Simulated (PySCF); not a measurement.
All numbers come from UPBE0 in PySCF with Ti def2-TZVP, F def2-TZVP; no relativity; density-fitted integrals.

```xyz
4
charge 0 multiplicity 2, angstrom
Ti    0.0000    0.0000    0.0000
F     1.7694    0.0000    0.0000
F    -0.8847    1.5324    0.0000
F    -0.8847   -1.5324    0.0000
```

TiF3 (doublet), along the line from Ti1 (at 0) through F2 (at 1.769 Å).

Question: Tabulate the fields along this line at -0.62, -0.44, -0.27, -0.09, 0.18, 0.35, 0.53, 0.71, 0.88, 1.06, 1.24, 1.42, 1.59, 1.86, 2.03, 2.21, 2.39, 2.57, 2.74 Å.

Answer: 
```json
{"distance (Å)": "-0.62", "electron density (e/Å³)": "3.33", "spin density (e/Å³)": "0.272", "electron localisation function": "0.895", "electrostatic potential (V)": "53.2"}
{"distance (Å)": "-0.44", "electron density (e/Å³)": "8.58", "spin density (e/Å³)": "0.691", "electron localisation function": "0.867", "electrostatic potential (V)": "124"}
{"distance (Å)": "-0.27", "electron density (e/Å³)": "19", "spin density (e/Å³)": "0.918", "electron localisation function": "0.146", "electrostatic potential (V)": "363"}
{"distance (Å)": "-0.09", "electron density (e/Å³)": "467", "spin density (e/Å³)": "0.0688", "electron localisation function": "0.558", "electrostatic potential (V)": "2100"}
{"distance (Å)": "0.18", "electron density (e/Å³)": "97.7", "spin density (e/Å³)": "0.467", "electron localisation function": "0.788", "electrostatic potential (V)": "723"}
{"distance (Å)": "0.35", "electron density (e/Å³)": "10.3", "spin density (e/Å³)": "0.893", "electron localisation function": "0.389", "electrostatic potential (V)": "208"}
{"distance (Å)": "0.53", "electron density (e/Å³)": "5.17", "spin density (e/Å³)": "0.435", "electron localisation function": "0.841", "electrostatic potential (V)": "80.2"}
{"distance (Å)": "0.71", "electron density (e/Å³)": "1.92", "spin density (e/Å³)": "0.15", "electron localisation function": "0.518", "electrostatic potential (V)": "37.8"}
{"distance (Å)": "0.88", "electron density (e/Å³)": "1.07", "spin density (e/Å³)": "0.0407", "electron localisation function": "0.203", "electrostatic potential (V)": "21.5"}
{"distance (Å)": "1.06", "electron density (e/Å³)": "1.47", "spin density (e/Å³)": "0.00387", "electron localisation function": "0.564", "electrostatic potential (V)": "17.3"}
{"distance (Å)": "1.24", "electron density (e/Å³)": "3.27", "spin density (e/Å³)": "-0.0151", "electron localisation function": "0.82", "electrostatic potential (V)": "28.6"}
{"distance (Å)": "1.42", "electron density (e/Å³)": "7.57", "spin density (e/Å³)": "-0.0404", "electron localisation function": "0.747", "electrostatic potential (V)": "84.1"}
{"distance (Å)": "1.59", "electron density (e/Å³)": "19.8", "spin density (e/Å³)": "-0.0584", "electron localisation function": "0.125", "electrostatic potential (V)": "339"}
{"distance (Å)": "1.86", "electron density (e/Å³)": "162", "spin density (e/Å³)": "-0.0533", "electron localisation function": "0.95", "electrostatic potential (V)": "940"}
{"distance (Å)": "2.03", "electron density (e/Å³)": "11.2", "spin density (e/Å³)": "-0.00884", "electron localisation function": "0.487", "electrostatic potential (V)": "158"}
{"distance (Å)": "2.21", "electron density (e/Å³)": "4.81", "spin density (e/Å³)": "-0.000825", "electron localisation function": "0.86", "electrostatic potential (V)": "42.2"}
{"distance (Å)": "2.39", "electron density (e/Å³)": "1.73", "spin density (e/Å³)": "0.000267", "electron localisation function": "0.855", "electrostatic potential (V)": "11.9"}
{"distance (Å)": "2.57", "electron density (e/Å³)": "0.609", "spin density (e/Å³)": "0.000349", "electron localisation function": "0.775", "electrostatic potential (V)": "2.84"}
{"distance (Å)": "2.74", "electron density (e/Å³)": "0.23", "spin density (e/Å³)": "0.000218", "electron localisation function": "0.624", "electrostatic potential (V)": "0.0216"}
```

On a grid of 0.09 Å the density has a local minimum along the bond near 0.88 Å from Ti, at 1.07 e/Å³, where the ELF is 0.20.

Other spin states or occupations of the open shell can lie lower.
